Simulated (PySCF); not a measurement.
## Working out the ionisation energy of V

V [Ar] 3d3 4s2 (4F) → V⁺ [Ar] 3d4 (5D). All numbers are calculated (PySCF 2.14, the non-relativistic Hamiltonian (point nucleus), in aug-cc-pVDZ (7s6p4d2f, 59 functions)). Frozen: [Ar]. Energies in hartree (1 hartree = 27.21139 eV):

```
            part    V (lower)   V⁺ (upper)
             UHF  -942.889842  -942.672944
CCSD correlation    -0.065769    -0.044527
             (T)    -0.001926    -0.000511
```

**Question.** What does Hartree-Fock give?

**Answer.** (-942.672944) − (-942.889842) = 0.216898 hartree = 5.902 eV.

**Question.** What do CCSD and CCSD(T) give?

**Answer.** The CCSD correlation energies differ by 0.021242 hartree = 0.578 eV and the triples by 0.001415 hartree = 0.039 eV, so CCSD gives 6.480 eV and CCSD(T) 6.519 eV.

Measured between the centres of the two terms (NIST): 6.732 eV, so CCSD(T) (valence) is off by -0.213 eV.

The calculation is non-relativistic.

A double-zeta basis recovers only part of the correlation energy.

What remains against the reference includes basis incompleteness, the frozen core and higher excitations.
